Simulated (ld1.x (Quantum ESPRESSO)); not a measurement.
# An odd input for ld1.x (Quantum ESPRESSO) 7.5 (Cr (Z = 24))

Command:

```bash
ld1.x < Cr.in > Cr.out
```

Input:

```
&input
   title='Cr', zed=24., rel=1, dft='PBE', iswitch=3,
   config='[Ar] 3d4.5 4s0 4p0',
   nld=3, rlderiv=2.00, eminld=-8.0, emaxld=5.0, deld=0.04
 /
 &inputp
   pseudotype=2, lpaw=.true., tm=.true., lloc=-1, rcloc=1.85,
   nlcc=.false.,
   which_augfun='PSQ', rmatch_augfun_nc=.true.,
   file_pseudopw='Cr.UPF', file_wfcaegen='ae.wfc', file_wfcncgen='nc.wfc', file_beta='beta', file_chi='chi', file_wfcusgen='us.wfc'
 /
6
3S  1  0   2.00   0.00  1.50  1.60  0.0
4S  2  0   0.00   0.00  1.50  1.60  0.0
3P  2  1   6.00   0.00  1.70  1.85  0.0
4P  3  1   0.00   0.00  1.70  1.85  0.0
3D  3  2   4.50   0.00  1.25  1.40  0.0
3D  3  2   0.00   0.50  1.25  1.40  0.0
 &test
   configts(1)='3s2 3p6 3d4.5 4s0 4p0'
 /
```

Output:

```
Program LD1 v.7.5

 %%%%%%%%%%%%%%%%%%%%%%%%%%%%%%%%%%%%%%%%%%%%%%%%%%%%%%%%%%%%%%%%%%%%%%%%%%%%%%
     Error in routine ld1_readin (1):
     PSQ requires pseudotype=3
 %%%%%%%%%%%%%%%%%%%%%%%%%%%%%%%%%%%%%%%%%%%%%%%%%%%%%%%%%%%%%%%%%%%%%%%%%%%%%%

     stopping ...
```

Question: This input was made by a single change from one that runs to its end. What was changed?

Answer: The change: pseudotype changed from 3 to 2. The program refuses the input: "ld1_readin: PSQ requires pseudotype=3".
